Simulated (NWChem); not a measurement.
The numbers come from NWChem runs, not from measurements. System: CH3FGe, charge 0, spin multiplicity 1, at a geometry optimised with PBE/def2-SVP. The structure started from a generated list of species. Level: MP2/pcseg-2, 11 core orbitals frozen.

Part of the output:

```
             Northwest Computational Chemistry Package (NWChem) 7.3.0
             --------------------------------------------------------

                                NWChem Input Module
                                -------------------

 Scaling coordinates for geometry "geometry" by  1.889725989
 (inverse scale =  0.529177249)

 Turning off AUTOSYM since
 SYMMETRY directive was detected!

                             Geometry "geometry" -> ""
                             -------------------------

 Output coordinates in angstroms (scale by  1.889725989 to convert to a.u.)

  No.       Tag          Charge          X              Y              Z
 ---- ---------------- ---------- -------------- -------------- --------------
    1 Ge                  32.0000    -0.47209600    -0.07823400     0.00000000
    2 F                    9.0000     0.81806100    -1.31241400     0.00000000
    3 C                    6.0000     0.77278100     1.49518000     0.00000000
    4 H                    1.0000     0.24042600     2.46739900     0.00000000
    5 H                    1.0000     1.43371600     1.43837300    -0.89225700
    6 H                    1.0000     1.43371600     1.43837300     0.89225700

 Effective nuclear repulsion energy (a.u.)     179.5638138298

            Nuclear Dipole moment (a.u.)
            ----------------------------
        X                 Y               Z
 ---------------- ---------------- ----------------
     0.0000396842     0.0000207870     0.0000000000

      Symmetry information
      --------------------

 Group name             Cs
 Group number              2
 Group order               2
 No. of unique centers     5

      Symmetry unique atoms

     1    2    3    4    5


 Summary of "ao basis" -> "" (spherical)
 ------------------------------------------------------------------------------
       Tag                 Description            Shells   Functions and Types
 ---------------- ------------------------------  ------  ---------------------
 *                          pcseg-2                   on all atoms

 Summary of "ao basis" -> "ao basis" (spherical)
 ------------------------------------------------------------------------------
       Tag                 Description            Shells   Functions and Types
 ---------------- ------------------------------  ------  ---------------------
 Ge                         pcseg-2                 15       43   6s5p3d1f
 F                          pcseg-2                 10       30   4s3p2d1f
 C                          pcseg-2                 10       30   4s3p2d1f
 H                          pcseg-2                  6       14   3s2p1d

                                 NWChem SCF Module
                                 -----------------

  ao basis        = "ao basis"
  functions       =   145
  atoms           =     6
  closed shells   =    25
  open shells     =     0
  charge          =   0.00
  wavefunction    = RHF
  use symmetry    = T
  symmetry adapt  = T

 Summary of "ao basis" -> "ao basis" (spherical)
 ------------------------------------------------------------------------------
       Tag                 Description            Shells   Functions and Types
 ---------------- ------------------------------  ------  ---------------------
 Ge                         pcseg-2                 15       43   6s5p3d1f
 F                          pcseg-2                 10       30   4s3p2d1f
 C                          pcseg-2                 10       30   4s3p2d1f
 H                          pcseg-2                  6       14   3s2p1d

      Symmetry analysis of basis
      --------------------------

        a'         93
        a"         52

 Forming initial guess at       0.1s

      Superposition of Atomic Density Guess
      -------------------------------------

 Sum of atomic energies:       -2213.89873441

      Non-variational initial energy
      ------------------------------

 Total energy =   -2214.505912
 1-e energy   =   -3445.209383
 2-e energy   =    1051.139657
 HOMO         =      -0.245084
 LUMO         =      -0.053632

      Symmetry analysis of molecular orbitals - initial
      -------------------------------------------------
[...]
     6      0.355027  1 Ge s                  5      0.278361  1 Ge s
    49     -0.240035  2 F  py                52     -0.216731  2 F  py
    79     -0.215176  3 C  py                82     -0.196671  3 C  py
     4     -0.184200  1 Ge s                 17      0.168024  1 Ge py

 Vector   25  Occ=2.000000D+00  E=-3.456655D-01  Symmetry=a'
              MO Center= -4.8D-01,  1.9D-01, -9.3D-14, r^2= 2.9D+00
   Bfn.  Coefficient  Atom+Function         Bfn.  Coefficient  Atom+Function
  ----- ------------  ---------------      ----- ------------  ---------------
     6      0.420430  1 Ge s                 16     -0.352367  1 Ge px
     5      0.251694  1 Ge s                 17     -0.200608  1 Ge py
    10      0.181876  1 Ge px                81      0.170399  3 C  px
     4     -0.164295  1 Ge s                 19     -0.163769  1 Ge px
    82      0.163829  3 C  py                79      0.160737  3 C  py

 Vector   26  Occ=0.000000D+00  E= 1.771217D-02  Symmetry=a"
              MO Center= -6.0D-01, -4.1D-02,  1.1D-12, r^2= 4.0D+00
   Bfn.  Coefficient  Atom+Function         Bfn.  Coefficient  Atom+Function
  ----- ------------  ---------------      ----- ------------  ---------------
    21      0.718025  1 Ge pz                18      0.392835  1 Ge pz
    12     -0.211625  1 Ge pz                15      0.152753  1 Ge pz

 Vector   27  Occ=0.000000D+00  E= 9.257501D-02  Symmetry=a'
              MO Center= -1.5D-01,  1.3D+00, -8.9D-15, r^2= 8.6D+00
   Bfn.  Coefficient  Atom+Function         Bfn.  Coefficient  Atom+Function
  ----- ------------  ---------------      ----- ------------  ---------------
    77      2.666723  3 C  s                106     -1.216082  4 H  s
    20     -0.852306  1 Ge py               120     -0.719753  5 H  s
   134     -0.719753  6 H  s                 76     -0.430149  3 C  s
     6     -0.346579  1 Ge s                 85      0.248586  3 C  py
   105      0.236142  4 H  s                 17     -0.193007  1 Ge py

 Vector   28  Occ=0.000000D+00  E= 1.087394D-01  Symmetry=a'
              MO Center=  5.2D-01,  4.2D-01,  3.7D-14, r^2= 8.7D+00
   Bfn.  Coefficient  Atom+Function         Bfn.  Coefficient  Atom+Function
  ----- ------------  ---------------      ----- ------------  ---------------
    77      2.122352  3 C  s                120     -1.258801  5 H  s
   134     -1.258801  6 H  s                 84      0.738043  3 C  px
    20      0.710167  1 Ge py                19     -0.624723  1 Ge px
    76     -0.417143  3 C  s                 47      0.351522  2 F  s
    85     -0.252784  3 C  py                 6     -0.189180  1 Ge s

 center of mass
 --------------
 x =  -0.12168531 y =  -0.12935345 z =   0.00000000

 moments of inertia (a.u.)
 ------------------
         255.000653750049          -1.703524571438           0.000000000000
          -1.703524571438         148.964846158431           0.000000000000
           0.000000000000           0.000000000000         392.504494494268

  Mulliken analysis of the total density
  --------------------------------------

    Atom       Charge   Shell Charges
 -----------   ------   -------------------------------------------------------
    1 Ge  32    31.39   2.00  2.00  1.16  0.79  0.78  1.04  6.00  5.91  0.38  0.93  0.18  9.73  0.36  0.09  0.04
    2 F    9     9.55   2.00  0.63  0.96  0.37  2.33  2.40  0.86  0.00  0.01  0.00
    3 C    6     6.03   2.00  0.50  0.41  0.04  1.29  1.49  0.28  0.01  0.03  0.00
    4 H    1     1.01   0.42  0.51  0.03  0.01  0.04  0.00
    5 H    1     1.01   0.41  0.51  0.04  0.01  0.04  0.00
    6 H    1     1.01   0.41  0.51  0.04  0.01  0.04  0.00

       Multipole analysis of the density wrt the origin
       ------------------------------------------------

     L   x y z        total         open         nuclear
     -   - - -        -----         ----         -------
     0   0 0 0      0.000000      0.000000     50.000000

     1   1 0 0     -0.415414      0.000000      0.000040
     1   0 1 0      0.880821      0.000000      0.000021
     1   0 0 1     -0.000000      0.000000      0.000000

     2   2 0 0    -24.296257      0.000000     74.660360
     2   1 1 0      0.925636      0.000000     11.318553
     2   1 0 1     -0.000000      0.000000      0.000000
     2   0 2 0    -24.309421      0.000000    140.474969
     2   0 1 1     -0.000000      0.000000      0.000000
     2   0 0 2    -19.451818      0.000000      5.686010

                   NWChem MP2 Semi-direct Energy/Gradient Module
                   ---------------------------------------------

  Basis functions       =    145
  Molecular orbitals    =    145
  Frozen core           =     11
  Frozen virtuals       =      0
  Active alpha occupied =     14
  Active beta occupied  =     14
  Active alpha virtual  =    120
  Active beta virtual   =    120
  Use MO symmetry       = T
  Use skeleton AO sym   = T

  AO/Fock/Back tols     =   1.0D-09  1.0D-09  1.0D-09

 GA uses MA = F    GA memory limited = T

 Available:
  local mem=  1.26D+08
 global mem=  1.44D+08
 local disk=  0.00D+00
  mp2_memr nvloc                   120
  nvloc new                   120
   1 passes of  14:        5242880                     126857                  58258412.
   1 passes of  14: M    126148578           G      144137150           F     120905698.

 Semi-direct pass number   1 of   1  for RHF alpha+beta  at       11.1s
  vrange nnbf                 10193
  mp2_eaftype                   222  avail_ma_in_mb                  1099
 EAF : mp2_eaftype filesize         222   29129206.
  mp2_eaf for mointskh                    222
Node 0 wrote    137.0 Mb in      0.1 s     Agg I/O rate:  2080.4 Mb/s
 Done moints_semi at       31.0s
  mp2_eaftype                   222  avail_ma_in_mb                   877
 EAF : mp2_eaftype filesize         222   29129206.
  mp2_eaf for kh                   222
 Done maket at       31.6s
 Done multipass loop at       31.6s

          -------------------------------------------
          SCF energy               -2214.504676678480
          Correlation energy          -0.589212119133
          Singlet pairs               -0.366050854492
          Triplet pairs               -0.223161264641
          Total MP2 energy         -2215.093888797613
          -------------------------------------------

          ---------------------------------------------------
                    Spin Component Scaled (SCS) MP2
          Same spin pairs                     -0.148774176427
          Same spin scaling factor             0.333333333333
          Opposite spin pairs                 -0.440437942705
          Opposite spin scaling fact.          1.200000000000
          SCS-MP2 correlation energy          -0.578116923389
          Total SCS-MP2 energy             -2215.082793601869
          ---------------------------------------------------

 -----------------------
 Performance information
 -----------------------

 Timer overhead =  1.30D-07 seconds/call

               Nr. of calls         CPU time (s)                 Wall time (s)                GFlops
             ---------------    -------------------     ------------------------------   -------------------
Name         Min   Avg   Max    Min     Avg     Max     Min     Avg     Max   Mx/calls   Min     Max     Sum
mp2: moin     1     1     1    20.     20.     20.      20.     20.     20.     20.      0.0     0.0     0.0
mp2: make     1     1     1   0.65    0.65    0.65     0.65    0.65    0.65    0.65      0.0     0.0     0.0
mp2: tota     1     1     1    21.     21.     21.      21.     21.     21.     21.      0.0     0.0     0.0

 The average no. of pstat calls per process was 3.00D+00
 with a timing overhead of 3.89D-07s

 Task  times  cpu:       31.6s     wall:       31.6s

 Total times  cpu:       31.6s     wall:       31.6s
```

### Question
Write an NWChem input that would produce this output.

### Answer
Several could match; the one computed here: 
```
start mol
memory heap 200 mb stack 900 mb global 1100 mb
geometry units angstroms nocenter noautoz
  Ge    -0.472096    -0.078234     0.000000
  F      0.818061    -1.312414     0.000000
  C      0.772781     1.495180     0.000000
  H      0.240426     2.467399     0.000000
  H      1.433716     1.438373    -0.892257
  H      1.433716     1.438373     0.892257
  symmetry group Cs
end
basis spherical
  * library pcseg-2
end
scf
  rhf
  nopen 0
  maxiter 100
  thresh 1e-7
  semidirect memsize 60000000 filesize 0
end
mp2
  freeze core 11
end
task mp2 energy
```
